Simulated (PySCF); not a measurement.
A species of formula C5HNS has this rotational fingerprint, computed with PySCF, PBE0-D3(BJ)/def2-SVP geometry optimisation, gas phase:

- Rotational constants: A = 2771, B = 1602, C = 1015 MHz
- Dipole components: |μa| = 2.48 D, |μb| = 3.18 D, |μc| = 0.00 D
- Inertial defect: 0.00 u·Å²
- κ: -0.33

Question: Which candidate fits, each taken in the one conformer that was computed?
A. `C#CC#CN=C=S`
B. `C#CC(=C=S)C#N`

Answer: B. It is C#CC(=C=S)C#N, an asymmetric top, point group Cs. The candidates at the same level (rigid rotor, commonest isotopes):

| SMILES | A (MHz) | B (MHz) | C (MHz) | μa (D) | μb (D) | μc (D) | Δ (u·Å²) | point group | rotor |
| --- | --- | --- | --- | --- | --- | --- | --- | --- | --- |
| C#CC#CN=C=S | – | 590.3 | 590.3 | 1.00 | 0.00 | 0.00 | – | C∞v | linear |
| C#CC(=C=S)C#N | 2771 | 1602 | 1015 | 2.48 | 3.18 | 0.00 | 0.00 | Cs | asymmetric top |

`C#CC#CN=C=S` is linear. In the right answer the mirror of this Cs structure is the ab plane, so μc vanishes by symmetry. No structure here is proved a minimum.
